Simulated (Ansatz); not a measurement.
A structure relaxed at B3LYP-D4/def2-TZVP in Ansatz, charge 0, singlet:

```xyz
6

Pt   -0.8841   -0.4328    0.6685
Pt    0.8930    0.4310   -0.6760
H    -2.5279   -0.9448    1.4539
H     2.2689    0.7527   -1.9127
H    -1.9928   -1.2494    1.9667
H     2.2428    1.4432   -1.5005
```

Question: Give its formula.

Answer: Pt₂H₄.

Question: Summarise the bond lengths by kind (pairs closer than 1.2 times the sum of covalent radii, bridged metal pairs left out).

Answer: 1 × Pt–Pt 2.39 Å; 4 × H–Pt 1.88 to 1.89 Å.

In the def2 sets Pt takes a core potential; there is no spin–orbit coupling. The restricted singlet is unstable towards broken spin symmetry in Hartree–Fock (as tested in another run); at B3LYP-D4/def2-TZVP this wasn't settled. In the singlet, H3 and H5 lie 0.80 Å apart, H4 and H6 lie 0.80 Å apart (atoms count from 1), so H2 has formed as a molecule. Another isomer (singlet) lies 2.63 eV lower at PBE0-D4/def2-TZVP; other spin states weren't run for this one.
